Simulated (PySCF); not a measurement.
# VO₂Cl, singlet: structure and spectrum

Method: PySCF, PBE0, basis V def2-SVP, O def2-SVP, Cl def2-SVP (no relativity, density fitting).

The structure is a minimum.

```xyz
4
charge 0 multiplicity 1, angstrom
V    -0.3873    0.0000   -0.2827
O    -1.2315    1.2673    0.0367
O    -1.2315   -1.2673    0.0367
Cl    1.6894    0.0000    0.3704
```

```
Point group                                                                   : Cs
Bond lengths                                                                  : V–Cl 2.177 Å, V–O 1.556 Å (×2)
Bond angles                                                                   : Cl–V–O 117.1° (×2), O–V–O 109.1°
Entropy at 298.15 K and 1 bar                                                 : 304.9 J/(mol K)
Principal polarisabilities                                                    : 19.8, 36.9, 50.9 bohr³
Enthalpy at 298.15 K above 0 K                                                : 14.66 kJ/mol
Rotational symmetry number                                                    : 1
Lowest empty level                                                            : -4.16 eV
Rotational constants                                                          : 0.302, 0.1022, 0.07959 cm⁻¹
Dipole moment                                                                 : 3.05 D
Principal quadrupole moments (Buckingham, traceless) about the centre of mass : -6.15, -3.82, 9.97 D Å
Highest occupied level                                                        : -9.04 eV
Heat capacity Cp at 298.15 K                                                  : 62.6 J/(mol K)
Atomisation energy without zero-point energy                                  : 1551 kJ/mol
Zero-point energy                                                             : 21.0 kJ/mol
```

Harmonic modes (masses in u: V 50.944, O 15.995, Cl 34.969):
| symmetry | ω (cm⁻¹) | IR (km/mol) |
| --- | --- | --- |
| a' | 152 | 55.9 |
| a'' | 197 | 2.9 |
| a' | 367 | 27.5 |
| a' | 508 | 45.7 |
| a'' | 1140 | 243 |
| a' | 1152 | 126 |

Charges (e):
| atom | Mulliken | Löwdin | polar tensor | Mayer order to V1 |
| --- | --- | --- | --- | --- |
| V1 | 0.99 | 0.29 | 1.91 | – |
| O2,3 | -0.37 | -0.12 | -0.68 | 2.14 |
| Cl4 | -0.26 | -0.06 | -0.55 | 1.13 |

Mulliken populations on V1: s 6.14, p 12.50, d 3.32, f 0.04.

Formally V is in oxidation state +5, d0. The polar-tensor charge on V, 1.91, is far below the formal one.

Stability towards spin polarisation was not tested. This need not be the most stable arrangement of these atoms.

The final relaxation and frequency run took 38 s on 2 threads of a shared Intel Xeon Platinum 8375C @ 2.90GHz (Ice Lake) host, with 77 basis functions and 17 gradients; the process peaked at 0.92 GiB. Launch command: `OMP_NUM_THREADS=2 python axn.py task.json out`.
